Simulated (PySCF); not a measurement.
GaHClBr, SMILES [Cl][GaH][Br]. The structure is a stationary point at TPSSh-D3(BJ)/def2-SVP.

**Question.** Give the equilibrium geometry at TPSSh-D3(BJ)/def2-SVP (PySCF confirms it by a frequency run) as Cartesian coordinates in Å, and its point group. (The exact figures need the calculation; the answer reports its results.)

**Answer.** point group Cs.
```xyz
4

Ga    -0.6482    -0.5353     0.0000
H     -2.1778    -0.7769     0.0000
Cl     0.7427    -2.1707     0.0000
Br     0.2756     1.5506     0.0000
```
